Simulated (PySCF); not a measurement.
## Worked example: oscillator strength and radiative lifetime

C2H7NOSi2, SMILES [SiH3]C1=NC[SiH2]O1.

Coordinates come from a PBE0-D3(BJ)/def2-SVP optimisation. This is a generated structure with no PubChem entry under its InChIKey; it may be hypothetical. Other conformers were not sampled.

TDDFT-PBE/def2-SVPD in PySCF puts the first singlet state with f over 0.02 at 5.31 eV (vertical), with the transition dipole (0.256, -0.755, 0.000) in atomic units.

Problem. Find the oscillator strength, the wavelength and the radiative lifetime that this transition would have in vacuum if emission retraced absorption.

Solution. 
|μ|² = 0.6356 au, so |μ| = 2.03 D. ΔE = 5.31/27.211 = 0.1951 hartree. f = (2/3) ΔE |μ|² = 0.083 (the program prints 0.083).
λ = 1239.84/5.31 = 233 nm; ν = 42828 cm⁻¹.
Einstein's coefficient A = 0.6670 ν² f s⁻¹ (ν in cm⁻¹) = 1.0e8 s⁻¹, so τ = 1/A = 9.9 ns. This state is S2; the lower singlet has f = 0.004. The figure is the radiative limit of this one transition; relaxation, internal conversion, crossing to triplets and a medium change what is measured.
